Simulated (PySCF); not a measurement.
C4H4N, charge -1, singlet, at a GFN2-xTB geometry. Base run: PySCF with HF/def2-SV(P).

The PySCF input:
```python
from pyscf import gto, scf

mol = gto.Mole()
mol.atom = '''
    N     0.001351    0.001733    1.217511
    C    -0.015005    1.069239    0.393193
    C     0.015881   -1.068115    0.396201
    C    -0.011181    0.700295   -0.939771
    C     0.009098   -0.702967   -0.937796
    H    -0.029086    2.075704    0.802425
    H     0.030873   -2.073411    0.808265
    H    -0.021643    1.356719   -1.804030
    H     0.017643   -1.361849   -1.800204
'''
mol.basis = 'def2-sv(p)'
mol.charge = -1
mol.spin = 0
mol.verbose = 5
mol.build()

mf = scf.RHF(mol)
mf.kernel()
mf.analyze()
```

Each row names what was changed in the base input (with any setting that the change needs).

```json
[
 {"change": "base", "ΔE vs base (µEh)": "0.0", "fitting functions": "-"},
 {"change": "auxbasis = cc-pvdz-jkfit", "ΔE vs base (µEh)": "___", "fitting functions": "___"},
 {"change": "exchange = seminumerical (SGX) (with mf = sgx.sgx_fit(mf, auxbasis='def2-universal-jfit'); with mf.with_df.dfj = True)", "ΔE vs base (µEh)": "___", "fitting functions": "289"},
 {"change": "auxbasis = cc-pvtz-ri", "ΔE vs base (µEh)": "-74.9", "fitting functions": "525"},
 {"change": "auxbasis = even-tempered beta=3.0", "ΔE vs base (µEh)": "-99.0", "fitting functions": "410"},
 {"change": "auxbasis = cc-pvtz-jkfit", "ΔE vs base (µEh)": "64.8", "fitting functions": "515"},
 {"change": "auxbasis = default (with mf = mf.density_fit())", "ΔE vs base (µEh)": "145", "fitting functions": "449"},
 {"change": "auxbasis = def2-universal-jfit", "ΔE vs base (µEh)": "3252", "fitting functions": "289"},
 {"change": "auxbasis = def2-svp-ri", "ΔE vs base (µEh)": "___", "fitting functions": "___"},
 {"change": "auxbasis = def2-tzvp-ri", "ΔE vs base (µEh)": "38.6", "fitting functions": "440"}
]
```

### Question
What belongs in the gaps?

### Answer

- auxbasis = cc-pvdz-jkfit, ΔE vs base (µEh): 383
- auxbasis = cc-pvdz-jkfit, fitting functions: 442
- exchange = seminumerical (SGX) (with mf = sgx.sgx_fit(mf, auxbasis='def2-universal-jfit'); with mf.with_df.dfj = True), ΔE vs base (µEh): -175
- auxbasis = def2-svp-ri, ΔE vs base (µEh): -3158
- auxbasis = def2-svp-ri, fitting functions: 296

A fitting set is made for a task (jfit for Coulomb, jkfit for Coulomb and exchange, ri for correlation) and for a family of orbital bases.
